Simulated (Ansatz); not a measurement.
CH5NOZn, SMILES `[NH2][Zn][CH2]O`, 9 atoms. The species carries charge 0 and has multiplicity 1. For Zn the d shell is correlated and the shells below it are frozen. Scalar relativity is left out up to krypton. All runs use 4 threads of an Arm Neoverse V2 on a shared host. Correlated methods freeze the cores.

**Question.** How many basis functions does each run have, and how long does it take in Ansatz? RHF-CCSD(T) with 3s3p of Cu, Zn/def2-TZVPP energy; RKS PBE0-D4/def2-SVP energy; RHF-CCSD(T) with 3s3p of Cu, Zn/def2-SVP energy; RKS ωB97M-V/def2-QZVPP energy; RKS PBE0-D4/def2-TZVP frequencies; RKS HSE06 (plane-wave form)-D4/def2-TZVPP energy; RKS PBE-D4/def2-TZVPP energy and forces; RKS PBE0-D4/def2-TZVPP energy; RKS PBE0-D4/def2-TZVP relaxation (39 steps); RKS PBE0-D4/def2-QZVPP energy; RKS revPBE-D4/def2-TZVPP energy; direct RPA on PBE orbitals with 3s3p of Cu, Zn/def2-TZVPP energy. (Estimate.)

**Answer.** Computed: Other jobs shared the machine, so times are rough.

```
                                                    level                    job  functions  wall time  peak host memory (GiB)
                                     RKS PBE0-D4/def2-SVP                 energy         98      0.9 s                    0.19
                                 RKS revPBE-D4/def2-TZVPP                 energy        227      1.4 s                    0.27
                                    RKS PBE-D4/def2-TZVPP      energy and forces        227      1.9 s                    0.27
                                   RKS PBE0-D4/def2-TZVPP                 energy        227      2.4 s                    0.53
                RKS HSE06 (plane-wave form)-D4/def2-TZVPP                 energy        227      2.5 s                    0.56
direct RPA on PBE orbitals with 3s3p of Cu, Zn/def2-TZVPP                 energy        227      3.4 s                    0.49
                 RHF-CCSD(T) with 3s3p of Cu, Zn/def2-SVP                 energy         98      3.7 s                     0.4
                                   RKS PBE0-D4/def2-QZVPP                 energy        421      5.5 s                     1.3
                                   RKS ωB97M-V/def2-QZVPP                 energy        421       13 s                     1.6
                                    RKS PBE0-D4/def2-TZVP            frequencies        171       83 s                    0.42
                                    RKS PBE0-D4/def2-TZVP  relaxation (39 steps)        171       88 s                    0.43
               RHF-CCSD(T) with 3s3p of Cu, Zn/def2-TZVPP                 energy        227      100 s                     3.9
```
